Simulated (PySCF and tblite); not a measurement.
Results of a calculation; reference values are marked as such.
System: C4H8S2Si, numbered as in [CH3:1][S:2][S:3][C:4]1=[CH:5][SiH2:6][CH2:7]1.

For the rotation about the S2–S3 bond (torsion C1–S2–S3–C4 from -86° to 92°, rising): electronic barrier 14.17 kcal/mol, zero-point change -0.17 kcal/mol, thermal and entropy terms at 250 K a further 0.40 kcal/mol (symmetry numbers apart). The minimum is C1, the saddle C1. Level: PBE0/pcSseg-1 + D3(BJ) on GFN2-xTB stationary points, with GFN2-xTB thermal terms. Rate constants are transition-state-theory values, counting equivalent paths, without tunnelling. Programs: tblite and PySCF.

Question: How many equivalent paths lead out of the minimum?

Answer: 1: the symmetry number of the minimum is 1, that of the saddle displaced along its mode 1.

Question: Work out the rate at 250 K.

Answer: ΔG‡ = 14.40 kcal/mol; k_B T/h = 5.2×10¹² s⁻¹; exp(−ΔG‡/RT) = 2.6×10⁻¹³; times 1 gives k = 1.3 s⁻¹. Wigner's tunnelling factor for the 113i cm⁻¹ mode would be 1.02.
